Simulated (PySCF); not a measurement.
C$_{3}$H$_{9}$GeNO (SMILES C[O][Ge][N](C)C), singlet, geometry from GFN2-xTB; DF-PBE0/def2-TZVPD (PySCF).

Here is a job for PySCF.
```python
from pyscf import gto, scf, dft

mol = gto.Mole()
mol.atom = '''
    Ge    0.49046528   -0.75415381    0.23101887
    O     1.55846973    0.37299052   -0.59102771
    C     1.80928574    1.59126538   -1.24035425
    H     1.60770621    2.43762203   -0.57842705
    H     2.86310201    1.61674955   -1.53151290
    H     1.19462452    1.69096135   -2.13888294
    N    -1.19169197    0.02263940    0.30463033
    C    -1.64397813    1.30112519   -0.18738225
    C    -2.26110621   -0.71526901    0.94080508
    H    -2.44430673    1.17947923   -0.92767791
    H    -2.03251856    1.92380182    0.62789158
    H    -0.81202938    1.82010262   -0.65593945
    H    -2.66830084   -0.16249381    1.79497976
    H    -3.08029919   -0.90719629    0.23861631
    H    -1.87398943   -1.67123404    1.29574663
'''
mol.basis = 'def2-tzvpd'
mol.verbose = 4
mol.max_memory = 1800
mol.build()

mf = dft.RKS(mol)
mf.xc = 'pbe0'
mf = mf.density_fit(auxbasis='def2-universal-jkfit')
mf.kernel()
```

The log (banner, timings and long lists left out):

```
PySCF version 2.14.0

[INPUT] verbose = 4
[INPUT] num. atoms = 15
[INPUT] num. electrons = 74
[INPUT] charge = 0
[INPUT] spin (= nelec alpha-beta = 2S) = 0
[INPUT] symmetry False subgroup None
[INPUT] Mole.unit = angstrom
[INPUT] Symbol           X                Y                Z      unit          X                Y                Z       unit  Magmom
[INPUT]  1 Ge     0.490465280000  -0.754153810000   0.231018870000 AA    0.926845052808  -1.425144156697   0.436562393906 Bohr   0.0
[INPUT]  2 O      1.558469730000   0.372990520000  -0.591027710000 AA    2.945080963125   0.704849929859  -1.116880503929 Bohr   0.0
[INPUT]  3 C      1.809285740000   1.591265380000  -1.240354250000 AA    3.419054529681   3.007055759702  -2.343929829940 Bohr   0.0
[INPUT]  4 H      1.607706210000   2.437622030000  -0.578427050000 AA    3.038124425662   4.606438031906  -1.093068707540 Bohr   0.0
[INPUT]  5 H      2.863102010000   1.616749550000  -1.531512900000 AA    5.410478665592   3.055213861514  -2.894139937238 Bohr   0.0
[INPUT]  6 H      1.194624520000   1.690961350000  -2.138882940000 AA    2.257513164490   3.195453838725  -4.041902969105 Bohr   0.0
[INPUT]  7 N     -1.191691970000   0.022639400000   0.304630330000 AA   -2.251971448143   0.042782265624   0.575667892936 Bohr   0.0
[INPUT]  8 C     -1.643978130000   1.301125190000  -0.187382250000 AA   -3.106668420475   2.458770262873  -0.354101133105 Bohr   0.0
[INPUT]  9 C     -2.261106210000  -0.715269010000   0.940805080000 AA   -4.272871475453  -1.351662534289   1.777863937800 Bohr   0.0
[INPUT] 10 H     -2.444306730000   1.179479230000  -0.927677910000 AA   -4.619070284131   2.228892714313  -1.753057181709 Bohr   0.0
[INPUT] 11 H     -2.032518560000   1.923801820000   0.627891580000 AA   -3.840903421495   3.635458557740   1.186543122120 Bohr   0.0
[INPUT] 12 H     -0.812029380000   1.820102620000  -0.655939450000 AA   -1.534513133300   3.439495470403  -1.239545914798 Bohr   0.0
[INPUT] 13 H     -2.668300840000  -0.162493810000   1.794979760000 AA   -5.042357805547  -0.307068797837   3.392020145538 Bohr   0.0
[INPUT] 14 H     -3.080299190000  -0.907196290000   0.238616310000 AA   -5.820921850820  -1.714352529322   0.450919474754 Bohr   0.0
[INPUT] 15 H     -1.873989430000  -1.671234040000   1.295746630000 AA   -3.541326783030  -3.158174625650   2.448606257528 Bohr   0.0

nuclear repulsion = 457.363709862631
number of shells = 129
number of NR pGTOs = 468
number of NR cGTOs = 323
basis = def2-tzvpd
ecp = {}

******** <class 'pyscf.df.df_jk.DFRKS'> ********
method = DFRKS
initial guess = minao
damping factor = 0
level_shift factor = 0
DIIS = <class 'pyscf.scf.diis.CDIIS'>
diis_start_cycle = 1
diis_space = 8
diis_damp = 0
SCF conv_tol = 1e-09
SCF conv_tol_grad = None
SCF max_cycles = 50
direct_scf = False
XC library pyscf.dft.libxc version 7.1.2
    S. Lehtola, C. Steigemann, M. J. T. Oliveira, and M. A. L. Marques,  SoftwareX 7, 1–5 (2018)
XC functionals = pbe0
    C. Adamo and V. Barone,  J. Chem. Phys. 110, 6158 (1999)
    M. Ernzerhof and G. E. Scuseria,  J. Chem. Phys. 110, 5029 (1999)
radial grids:
    Treutler-Ahlrichs [JCP 102, 346 (1995); DOI:10.1063/1.469408] (M4) radial grids

becke partition: Becke, JCP 88, 2547 (1988); DOI:10.1063/1.454033
pruning grids: <function nwchem_prune>
grids dens level: 3
symmetrized grids: False
atomic radii adjust function: <function treutler_atomic_radii_adjust>
small_rho_cutoff = 0
Set gradient conv threshold to 3.16228e-05
Initial guess from minao.
tot grids = 179256
******** <class 'pyscf.df.df.DF'> ********
auxbasis = def2-universal-jkfit
init E= -2326.0005898893
  HOMO = -0.264525255724949  LUMO = -0.0798641236691111  gap/eV = 5.02489
cycle= 1 E= -2326.12428001062  delta_E= -0.124  |g|= 0.97  |ddm|= 3.48
  HOMO = -0.128244668054322  LUMO = -0.0128798253589127  gap/eV = 3.13924
cycle= 2 E= -2325.68105124225  delta_E= 0.443  |g|=  1.8  |ddm|= 2.29
  HOMO = -0.22632178552701  LUMO = -0.0362610921615024  gap/eV = 5.17181
cycle= 3 E= -2326.25053997428  delta_E= -0.569  |g|= 0.284  |ddm|= 1.57
  HOMO = -0.247017116802267  LUMO = -0.0377879163398092  gap/eV = 5.69342
cycle= 4 E= -2326.2632252195  delta_E= -0.0127  |g|= 0.106  |ddm|= 0.281
  HOMO = -0.235017935301001  LUMO = -0.0383699920815417  gap/eV = 5.35106
cycle= 5 E= -2326.26484280792  delta_E= -0.00162  |g|= 0.0559  |ddm|= 0.128
  HOMO = -0.240824725782795  LUMO = -0.0387432842017859  gap/eV = 5.49892
cycle= 6 E= -2326.26550257082  delta_E= -0.00066  |g|= 0.00762  |ddm|= 0.0476
  HOMO = -0.239967503530688  LUMO = -0.0378301213923251  gap/eV = 5.50044
cycle= 7 E= -2326.26551347415  delta_E= -1.09e-05  |g|= 0.00174  |ddm|= 0.0117
  HOMO = -0.240046099524644  LUMO = -0.0379984690847621  gap/eV = 5.49800
cycle= 8 E= -2326.26551415649  delta_E= -6.82e-07  |g|= 0.000466  |ddm|= 0.00253
  HOMO = -0.240042322299252  LUMO = -0.0379882664586617  gap/eV = 5.49817
cycle= 9 E= -2326.26551420279  delta_E= -4.63e-08  |g|= 0.000171  |ddm|= 0.000632
  HOMO = -0.24004682647876  LUMO = -0.0379828985274386  gap/eV = 5.49844
cycle= 10 E= -2326.26551420992  delta_E= -7.13e-09  |g|= 4.48e-05  |ddm|= 0.000229
  HOMO = -0.240048988525881  LUMO = -0.0379850481635842  gap/eV = 5.49844
cycle= 11 E= -2326.26551421034  delta_E= -4.24e-10  |g|= 1.22e-05  |ddm|= 6.72e-05
  HOMO = -0.240051845543356  LUMO = -0.0379855814180416  gap/eV = 5.49850
Extra cycle  E= -2326.26551421031  delta_E= 3.73e-11  |g|= 1.86e-05  |ddm|= 3.07e-05
converged SCF energy = -2326.26551421031
```
